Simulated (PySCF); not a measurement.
## Broadened absorption spectrum of C4H6N2O2Si

C4H6N2O2Si.
SMILES: `O=C(O)c1cncn1[SiH3]`

Computed, not measured: TDDFT CAM-B3LYP/def2-SVPD, vertical, gas phase, core orbitals frozen in the response (PySCF). One conformer (not necessarily the lowest) at the GFN2-xTB geometry, without solvent, vibrations or thermal averaging. Torsions of this conformer, `[O:1]=[C:2]([OH:3])[c:4]1[cH:5][n:6][cH:7][n:8]1[SiH3:9]`: O1–C2–C4–C5 180°, H–O3–C2–O1 0°.

Computed states:

```json
{"state": "S1", "E (eV)": "5.35", "f": "0.294"}
{"state": "S2", "E (eV)": "5.37", "f": "0.0005"}
{"state": "S3", "E (eV)": "6.04", "f": "0.0001"}
{"state": "S4", "E (eV)": "6.31", "f": "0.045"}
{"state": "S5", "E (eV)": "6.70", "f": "0.0016"}
{"state": "S6", "E (eV)": "7.11", "f": "0.0068"}
{"state": "S7", "E (eV)": "7.33", "f": "0.0001"}
{"state": "S8", "E (eV)": "7.35", "f": "0.094"}
```

Each state is given a Gaussian of 0.5 eV full width at half maximum, with ε(max) = 2.175×10⁸ f / Δν̃ (Δν̃ the width in cm⁻¹). The cross-section is σ = 3.8235×10⁻²¹ ε cm², given in Mb (10⁻¹⁸ cm²). The width is an assumption, not a result. The curve ends short of the highest state used, and states not computed would add to its high-energy end.

Question: Give the broadened spectrum and its maxima.

Answer: 
E (eV), σ (Mb) and a bar:
```
     4.60       0.12 
     4.67       0.37 
     4.75       1.14 #
     4.82       2.73 #
     4.90       6.50 ###
     4.97      12.36 ######
     5.04      21.08 ##########
     5.12      33.98 #################
     5.19      45.93 #######################
     5.27      56.73 ############################
     5.34      60.75 ##############################
     5.41      58.35 #############################
     5.49      48.78 ########################
     5.56      37.14 ##################
     5.64      23.85 ############
     5.71      14.51 #######
     5.78       8.17 ####
     5.86       4.36 ##
     5.93       3.34 ##
     6.01       3.95 ##
     6.08       5.39 ###
     6.15       7.13 ###
     6.23       8.78 ####
     6.30       9.42 #####
     6.38       8.99 ####
     6.45       7.72 ####
     6.52       6.01 ###
     6.60       4.10 ##
     6.67       2.84 #
     6.75       2.13 #
```

Maxima: 232 nm (5.35 eV), ε about 16000, made up of S1 (100%); 196 nm (6.31 eV), ε about 2500, made up of S4 (99%) (ε in L mol⁻¹ cm⁻¹; maxima over ε = 5, shares over 10%).

Question: Coming from long wavelengths, where does ε first pass 100 L mol⁻¹ cm⁻¹?

Answer: At about 265 nm (4.67 eV), 0.68 eV below S1.

Question: What would ε be at 5.35 eV, the highest of these maxima, with half the width (0.25 eV)?

Answer: About 31800 L mol⁻¹ cm⁻¹ against 15900, a factor of about 2.00; a lone state at its own centre would give exactly 2.

Question: On this curve, what absorbance would a 10⁻⁴ mol/L sample give at 266 nm over a 1 cm path?

Answer: 266 nm is 4.661 eV, where ε is about 84 L mol⁻¹ cm⁻¹, so A = ε c l ≈ 0.0084 (Beer–Lambert, with the gas-phase spectrum and the assumed width).
